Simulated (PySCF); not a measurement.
Job file and geometry (Å, from GFN2-xTB) of an NMR shielding run on `[SiH3]N([SiH3])[BH2-][NH2+]C1CC1`, C$_{3}$H$_{15}$BN$_{2}$Si$_{2}$, GIAO PBE0/pcSseg-1 NMR shielding, non-relativistic, gas phase in PySCF 2.14.0, density-fitted response routines; density fitting, a coarse starting grid and PySCF grid level 2 are the driver's defaults:

```
$ OMP_NUM_THREADS=1 python probes_run.py task.json out

{"job": {"kind": "nmr", "xc": "PBE0", "basis": "pcSseg-1"}, "charge": 0, "multiplicity": 1}
Si    -2.178299     1.160149    -0.488288
N     -1.382546    -0.215417     0.175544
Si    -1.702235    -1.806840    -0.413896
B     -0.588368    -0.056297     1.459455
N      0.856455     0.642311     0.985312
C      1.685142    -0.172471     0.125513
C      1.530741    -0.055711    -1.355317
C      2.769310     0.470396    -0.688990
H     -1.358823     2.358134    -0.184019
H     -3.533054     1.396750     0.022843
H     -2.202974     1.023038    -1.949468
H     -0.492982    -2.626244    -0.259874
H     -2.015531    -1.697109    -1.844148
H     -2.822424    -2.461216     0.278144
H     -0.294553    -1.087086     1.973318
H     -1.049984     0.743243     2.216732
H      1.354994     0.905404     1.832403
H      0.561126     1.483202     0.494142
H      1.859244    -1.151566     0.550776
H      0.806637     0.650551    -1.729691
H      1.600097    -0.954144    -1.946795
H      2.896156     1.540930    -0.618426
H      3.697118    -0.063024    -0.824391
```

Question: What does the program print?

Answer: 
```
coarse grid: 19016 points
cycle   1  E = -835.9692478300  dE =  7.884e-01  |g| = 5.907e-01  |ddm| = 4.153e+00
cycle   2  E = -835.8709172163  dE =  9.833e-02  |g| = 8.830e-01  |ddm| = 1.580e+00
cycle   3  E = -836.0551424214  dE = -1.842e-01  |g| = 1.143e-01  |ddm| = 1.072e+00
cycle   4  E = -836.0577486447  dE = -2.606e-03  |g| = 3.844e-02  |ddm| = 1.252e-01
cycle   5  E = -836.0580859336  dE = -3.373e-04  |g| = 9.264e-03  |ddm| = 3.476e-02
cycle   6  E = -836.0581028197  dE = -1.689e-05  |g| = 3.021e-03  |ddm| = 1.022e-02
cycle   7  E = -836.0581049835  dE = -2.164e-06  |g| = 6.217e-04  |ddm| = 3.599e-03
final grid: 171248 points
cycle   8  E = -836.0970661291  dE = -6.731e-05  |g| = 9.055e-03  |ddm| = 4.306e-02
cycle   9  E = -836.0970507660  dE =  1.536e-05  |g| = 1.234e-02  |ddm| = 2.070e-02
cycle  10  E = -836.0970860862  dE = -3.532e-05  |g| = 1.493e-03  |ddm| = 1.220e-02
cycle  11  E = -836.0970865554  dE = -4.692e-07  |g| = 3.227e-04  |ddm| = 1.437e-03
cycle  12  E = -836.0970865769  dE = -2.147e-08  |g| = 8.902e-05  |ddm| = 3.438e-04
cycle  13  E = -836.0970865786  dE = -1.685e-09  |g| = 3.113e-05  |ddm| = 1.096e-04
cycle  14  E = -836.0970865788  dE = -1.992e-10  |g| = 6.351e-06  |ddm| = 2.602e-05
converged SCF energy = -836.0970865788

GIAO shielding tensors (ppm)
atom      isotropic    diamagn.    paramagn.     s11        s22        s33       span
  0 Si     403.445     881.145    -477.700    352.876    374.809    482.650    129.775
  1 N      267.231     328.992     -61.761    228.310    281.556    291.828     63.518
  2 Si     396.669     881.106    -484.437    342.232    366.277    481.498    139.266
  3 B      110.059     191.545     -81.485     97.930    111.967    120.281     22.351
  4 N      190.032     321.742    -131.710    170.824    193.111    206.159     35.335
  5 C      158.229     246.301     -88.073    122.790    138.723    213.173     90.382
  6 C      176.784     248.939     -72.154    143.994    177.225    209.134     65.140
  7 C      181.040     259.596     -78.556    147.640    177.108    218.372     70.732
  8 H       27.219      31.548      -4.329     23.188     26.896     31.572      8.384
  9 H       26.909      29.190      -2.280     23.041     24.238     33.450     10.409
 10 H       26.991      30.954      -3.962     23.753     25.375     31.845      8.092
 11 H       26.873      31.765      -4.892     22.831     26.994     30.795      7.964
 12 H       26.830      30.853      -4.023     23.808     24.960     31.722      7.914
 13 H       26.856      29.202      -2.347     22.965     24.321     33.282     10.317
 14 H       28.830      32.852      -4.022     24.920     29.767     31.803      6.882
 15 H       28.898      32.131      -3.232     24.777     29.185     32.734      7.957
 16 H       28.787      31.715      -2.928     21.422     26.172     38.769     17.347
 17 H       29.271      35.656      -6.385     24.304     26.547     36.962     12.658
 18 H       29.365      31.950      -2.584     23.490     27.552     37.054     13.564
 19 H       30.865      32.770      -1.905     26.149     28.447     38.000     11.851
 20 H       30.612      31.165      -0.553     25.166     26.856     39.816     14.650
 21 H       31.529      32.183      -0.654     25.468     29.237     39.882     14.414
 22 H       31.106      30.571       0.534     24.932     26.747     41.638     16.706
```

Size and cost of the density-fitted run: 225 basis functions, 68 s wall time on 1 thread of an Arm Neoverse V1, shared host; peak memory 1.1 GiB.
